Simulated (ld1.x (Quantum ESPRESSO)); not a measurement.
Ga (Z = 31), TM semilocal: configuration errors across variants

```
Element                 : gallium
Generator               : ld1.x (Quantum ESPRESSO) 7.5
Type                    : norm-conserving Troullier–Martins (semilocal form)
Functional              : PBEsol
Relativity              : non-relativistic
Frozen core             : [Ar] 3d10
Valence charge          : 3
Reference configuration : 4s1.75 4p1.25
Partial waves           : 4s (bound): rc 1.40 bohr; 4p (bound): rc 2.65 bohr
Local potential         : the p channel
Core correction         : none
```

All-electron excitation energies from the reference (eV): (1) 4s2 4p1 -1.538; (2) 4s2 4p0 4.178; (3) 4s1 4p0 24.946; (4) 4s2 4p0.5 0.509; (5) 4s2 4p1.3 -2.079; (6) 4s1 4p2 4.720; (7) 4s1 4p1 11.251.

A semilocal file is local in each channel, so a ghost entry of none says nothing of the separable form that plane-wave codes build from it.

4 further variants failed, have other tests or another functional or relativity, and are left out.

Errors AE − PS in meV (a dash: test not solved or not reliable):

| change | (1) | (2) | (3) | (4) | (5) | (6) | (7) | bound ghosts |
| --- | --- | --- | --- | --- | --- | --- | --- | --- |
| base | +0.7 | -0.8 | -0.1 | +1.0 | +0.1 | +7.6 | +2.2 | none |
| all radii scaled by about 1.23 (s 1.72, p 3.28 bohr) | +1.0 | -3.8 | -15 | +1.0 | +0.4 | +10.0 | +5.5 | none |
| wave 4s (bound): rc 1.40 bohr becomes 4s (bound): rc 1.46 bohr | +0.7 | -1.5 | -1.2 | +0.9 | +0.1 | +7.4 | +2.1 | none |

(1) Give the same row for: core correction a·sin(br)/r model core inside 1.18 bohr.

Results:

(1) -0.8, -6.3, -144, -0.7, -1.3, -7.6, -29; bound ghosts: none.
